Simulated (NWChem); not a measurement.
System: C₄H₄O₂; SMILES O=C1C=COC1

NWChem input:

```
start job
memory heap 200 mb stack 700 mb global 900 mb
geometry units angstroms
  O     -1.357608     1.517758    -0.152400
  C     -0.517365     0.656283    -0.067616
  C      0.931988     0.741053    -0.115759
  C      1.414305    -0.505383     0.025885
  O      0.492766    -1.461872     0.167879
  C     -0.781755    -0.841065     0.124128
  H      1.490577     1.645075    -0.242061
  H      2.435554    -0.846896     0.041603
  H     -1.360967    -1.254698    -0.705179
  H     -1.315423    -1.036978     1.057410
end
basis spherical
  * library 6-31g*
end
dft
  xc b3lyp
  iterations 150
end
driver
  maxiter 120
end
task dft optimize
task dft freq
```

The level has its own optimisation; frequencies are unscaled. Brackets give each atom's bonded neighbours.

### Question
Give the results of this calculation. (B3LYP/6-31G* (spherical d).) Quantities: r C–O [C(CCO)–O(C)] (Å); r C–C [C(CCH)–C(CCO)] (Å); r C–C [C(CCO)–C(CHHO)] (Å); r C–C [C(CCH)–C(CHO)] (Å); highest harmonic frequency (cm⁻¹); lowest (cm⁻¹); zero-point energy (kcal/mol); dipole (D).

### Answer
```yaml
r C–O [C(CCO)–O(C)] (Å): 1.218
r C–C [C(CCH)–C(CCO)] (Å): 1.463
r C–C [C(CCO)–C(CHHO)] (Å): 1.542
r C–C [C(CCH)–C(CHO)] (Å): 1.350
highest harmonic frequency (cm⁻¹): 3290
lowest (cm⁻¹): 180
zero-point energy (kcal/mol): 46.9
dipole (D): 2.81
```
